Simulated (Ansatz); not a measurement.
Ga₂PF₃, relaxed as a singlet with RKS PBE-D4/def2-SVP in Ansatz, starting from the GFN2-xTB geometry. Force threshold 0.02 eV/Å.

The structure comes from a short search, and lower isomers may exist.

Start:

```xyz
6

Ga   -1.2161   -0.9613    0.9343
Ga    0.9675    0.6619   -0.3461
P     0.7376   -0.1677    1.8420
F    -2.7031   -1.6461    0.2600
F     0.2975    2.1724   -1.0173
F     1.9165   -0.0593   -1.6730
```

```
        step   energy (eV)  largest force component (eV/Å)  SCF passes
           1  -122148.7650                           1.551          20
           2  -122148.9174                           0.651          25
3 (rejected)  -122148.8324                           1.180          26
           4  -122148.9492                           0.437          21
           5  -122148.9741                           0.306          20
           6  -122149.0010                           0.391          21
           7  -122149.0384                           0.565          25
           8  -122149.0977                           0.243          25
           9  -122149.1573                           0.399          25
          10  -122149.2354                           0.291          26
          11  -122149.3598                           0.406          26
          12  -122149.5227                           0.500          26
          13  -122149.6772                           0.432          25
          14  -122149.7060                           0.908          25
          15  -122149.7628                           0.071          21
          16  -122149.7646                           0.041          19
          17  -122149.7652                           0.004          19
```

Force components are those of the run's own axes.

End:

| atom | x (Å) | y (Å) | z (Å) |
| --- | --- | --- | --- |
| Ga1 | -1.1332 | -0.4820 | 0.6314 |
| Ga2 | 1.3199 | 0.3155 | -0.2709 |
| P3 | 0.8467 | -0.7607 | 1.6293 |
| F4 | -2.8718 | -0.6235 | 0.4657 |
| F5 | -0.5207 | 0.4739 | -0.9968 |
| F6 | 2.3591 | 1.0769 | -1.4586 |

Bonds formed: Ga1–F5 (atoms count from 1). The end is the same structure that another start reached, the lowest one found.

No frequencies were taken in this run, so the end may be a saddle point.

Hardware: 4 threads of Arm Neoverse V1 on a shared host. Wall time 18 s.
